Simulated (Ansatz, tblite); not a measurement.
Removing and adding an electron: [10]phenacene (C42H24). The state is a singlet with charge 0. Geometry: r2SCAN-D4/def2-SVP. Ansatz, gas phase; energy differences of separate SCF runs; the oxidised species was run as a doublet alone; the reduced species was run as a doublet alone.

```xyz
66

C     0.410   -7.623   -8.122
C    -0.192   -6.392   -8.453
C    -0.290   -5.381   -7.510
C     0.208   -5.548   -6.194
C     0.818   -6.800   -5.866
C     0.906   -7.819   -6.847
C     1.328   -6.999   -4.548
C     1.246   -6.018   -3.597
C     0.645   -4.750   -3.875
C     0.124   -4.514   -5.178
C    -0.471   -3.250   -5.445
C    -0.553   -2.270   -4.489
C    -0.046   -2.462   -3.173
C     0.559   -3.715   -2.866
C     1.066   -3.904   -1.548
C     0.985   -2.925   -0.591
C     0.388   -1.659   -0.857
C    -0.131   -1.428   -2.162
C    -0.728   -0.163   -2.428
C    -0.809    0.817   -1.471
C    -0.302    0.626   -0.154
C    -0.388    1.660    0.857
C    -0.985    2.925    0.591
C    -1.066    3.904    1.548
C    -0.558    3.715    2.865
C    -0.645    4.750    3.875
C    -1.246    6.018    3.598
C    -1.330    6.998    4.549
C    -0.819    6.799    5.867
C    -0.909    7.817    6.848
C    -0.413    7.621    8.124
C     0.191    6.390    8.453
C     0.290    5.380    7.510
C    -0.208    5.548    6.194
C    -0.123    4.514    5.178
C     0.474    3.251    5.444
C     0.556    2.271    4.487
C     0.047    2.463    3.172
C     0.133    1.429    2.161
C     0.729    0.163    2.428
C     0.811   -0.816    1.470
C     0.303   -0.625    0.153
H     0.484   -8.416   -8.872
H    -0.586   -6.231   -9.460
H    -0.763   -4.441   -7.801
H     1.378   -8.768   -6.572
H     1.793   -7.960   -4.308
H     1.651   -6.221   -2.605
H    -0.878   -3.042   -6.436
H    -1.022   -1.323   -4.760
H     1.536   -4.850   -1.275
H     1.394   -3.137    0.398
H    -1.137    0.050   -3.417
H    -1.279    1.763   -1.742
H    -1.395    3.137   -0.398
H    -1.537    4.849    1.276
H    -1.652    6.221    2.606
H    -1.795    7.959    4.309
H    -1.381    8.766    6.574
H    -0.488    8.413    8.873
H     0.585    6.230    9.461
H     0.763    4.441    7.800
H     0.882    3.044    6.435
H     1.026    1.325    4.758
H     1.139   -0.049    3.416
H     1.280   -1.762    1.741
```

The xTB rows come from tblite. B3LYP takes the VWN-RPA correlation. Single mean-field runs in def2-SVP are fitted with def2-universal-jkfit. HOMO above LUMO, or a gap near zero within one spin, warns that the state may not be the lowest or that an electron is smeared out.

```json
{"level": "GFN1-xTB", "−HOMO (eV)": "10.84", "vertical IE (eV)": "12.19", "−LUMO (eV)": "8.60", "vertical EA (eV)": "7.24", "HOMO–LUMO gap (eV)": "2.24", "IE − EA (eV)": "4.95", "remarks": "–"}
{"level": "GFN2-xTB", "−HOMO (eV)": "9.83", "vertical IE (eV)": "11.20", "−LUMO (eV)": "7.57", "vertical EA (eV)": "6.19", "HOMO–LUMO gap (eV)": "2.26", "IE − EA (eV)": "5.01", "remarks": "–"}
{"level": "PBE-D4/def2-SVP", "−HOMO (eV)": "5.04", "vertical IE (eV)": "6.42", "−LUMO (eV)": "2.39", "vertical EA (eV)": "1.15", "HOMO–LUMO gap (eV)": "2.65", "IE − EA (eV)": "5.28", "remarks": "HOMO above zero (-1 doublet), gap within one spin near zero (+1 doublet), gap within one spin near zero (-1 doublet)"}
{"level": "B3LYP-D4/def2-SVP", "−HOMO (eV)": "5.58", "vertical IE (eV)": "6.69", "−LUMO (eV)": "1.77", "vertical EA (eV)": "0.87", "HOMO–LUMO gap (eV)": "3.80", "IE − EA (eV)": "5.82", "remarks": "HOMO above zero (-1 doublet)"}
{"level": "PBE0-D4/def2-SVP", "−HOMO (eV)": "5.83", "vertical IE (eV)": "6.82", "−LUMO (eV)": "1.73", "vertical EA (eV)": "0.87", "HOMO–LUMO gap (eV)": "4.10", "IE − EA (eV)": "5.95", "remarks": "HOMO above zero (-1 doublet)"}
```

Relaxing the reduced species (r2SCAN-D4/def2-SVP) changes its energy by -0.07 eV at PBE-D4/def2-SVP, so the adiabatic electron affinity to this nearest minimum is 1.22 eV. At PBE0-D4/def2-SVP it is 0.87 eV. The highest occupied level of the relaxed charge -1 doublet lies above zero (up to 0.12 eV). By energy differences its removal costs 1.22 eV (each at its own geometry, to the charge 0 singlet, at PBE-D4/def2-SVP); self-interaction error and the lack of diffuse functions both raise the level. The gap within one spin of the relaxed charge -1 doublet nearly closes, so an electron or hole may be smeared out by delocalisation error.     A HOMO above zero means that the electron is unbound at that level or that self-interaction error raises the level; the energy of removing that electron tells which. Raw xTB energy differences between charge states are shifted by several eV; the methods need an empirical correction for them. Sets without diffuse functions give affinities that are too small.
